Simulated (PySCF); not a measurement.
Cl2H5NSi2, SMILES Cl[SiH2]N[SiH2]Cl. Geometry: PBE0-D3(BJ)/def2-SVP. Other conformers were not sampled.

Question: Give the equilibrium geometry at PBE0-D3(BJ)/def2-SVP (PySCF confirms it by a frequency run) as a Z-matrix, and its point group. (The exact figures need the calculation; the answer reports its results.)

Answer: This is not unique; one that fits is point group C2.
```
N
H 1 1.0175
Si 1 1.7299 2 116.24
Si 1 1.7299 2 116.24 3 -180.00
H 4 1.4847 1 107.87 2 161.43
H 3 1.4847 1 107.87 2 161.43
H 4 1.4857 5 112.91 1 121.83
H 3 1.4857 6 112.91 1 121.83
Cl 4 2.0740 5 107.65 7 117.25
Cl 3 2.0740 6 107.65 8 117.25
```
